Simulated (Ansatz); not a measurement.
Isolated molecules relaxed with PBE0-D4/def2-TZVP in Ansatz; ΔE leaves out vibrations. CBS: MP2 limit from def2 TZ/QZ plus the TZ coupled-cluster correction, frozen cores. This one scheme is used for every species. Functionals use def2-TZVPP. B3LYP here is the variant with VWN-RPA as its local correlation; programs differ in this. Each species was taken in one conformer, which may not be the lowest.

Reaction (substitution at a C–F bond): `OC(F)(F)[SiH2]Cl` + H₂S → `OC(F)(S)[SiH2]Cl` + H–F

```tsv
level	ΔE (kcal/mol)	difference from CCSD(T)/CBS
PBE-D4	3.9	0.7
r2SCAN-D4	6.5	3.3
PBE0-D4	4.9	1.7
B3LYP-D4	5.9	2.7
B2PLYP	6.7	3.5
PBE	5.6	2.4
HF/def2-TZVPP	13.9	10.7
SCS-MP2/def2-TZVPP	4.8	1.6
HF/def2-QZVPP	13.9	10.7
MP2/CBS(def2)	0.4	-2.8
CCSD(T)/CBS	3.2	0
```

Largest T1 diagnostic among the species: 0.012.

From PBE to PBE0 (25 % exact exchange), in def2-TZVPP and without D4, ΔE moves by +0.7 kcal/mol. The D4 term adds −2.7 kcal/mol with B3LYP and −1.4 kcal/mol with PBE0; it sums over pairs of atoms, weighted by their polarisabilities, and B3LYP, whose exchange is more repulsive, gets the larger term.
